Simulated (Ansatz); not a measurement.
C$_{3}$H$_{5}$ (SMILES C=[C]C), doublet, geometry from GFN2-xTB; BHLYP/6-31G* in Ansatz (a program for electronic structure).

The Ansatz input:
Ansatz 0.2 input:
```yaml
crystal:
  periodic: [false, false, false]
  atoms:
    - {symbol: C, position_ang: [1.31352899, 0.25622584, -0.02192716]}
    - {symbol: C, position_ang: [0.02590858, 0.37408297, -0.01022305]}
    - {symbol: H, position_ang: [1.83787885, -0.70392499, -0.00249333]}
    - {symbol: H, position_ang: [1.97053843, 1.11335976, -0.05223491]}
    - {symbol: C, position_ang: [-1.20640148, -0.39885089, 0.02447718]}
    - {symbol: H, position_ang: [-1.00835162, -1.47840810, 0.05083729]}
    - {symbol: H, position_ang: [-1.78896803, -0.13645457, 0.90819127]}
    - {symbol: H, position_ang: [-1.80931420, -0.18331958, -0.85826214]}
basis:
  gaussian:
    orbitals: 6-31G*
hamiltonian:
  xc: {name: BHLYP}
magnetization: {spin_polarized: true, initial_magnetization: 1}
accuracy: high
```

It wrote (shortened):

```
Functional definition: BHLYP
1268 factors; integrals over basis functions are off by at most 3.1e-9 eV
mean field evaluation 1: about -3184.9435 eV, gradient 2.3e1 eV
mean field evaluation 2: about -3186.5351 eV, gradient 1.6e1 eV
mean field evaluation 4: about -3187.7351 eV, gradient 7.2e-1 eV
mean field evaluation 8: about -3187.7410 eV, gradient 1.1e-1 eV
mean field evaluation 16: about -3187.7418 eV, gradient 6.2e-5 eV
mean field -3187.74182644 eV, -117.1473513925 hartree, gradient 4.2e-8 eV, S^2 0.767126; 0 other end points of the search recorded, 0 dependent functions left out
reference -3187.74184704 eV, -117.1473521497 hartree; 12, 11 occupied and 43, 44 virtual orbitals, 1268 factors
Total energy: -3187.74184704 eV, -117.1473521497 hartree
```
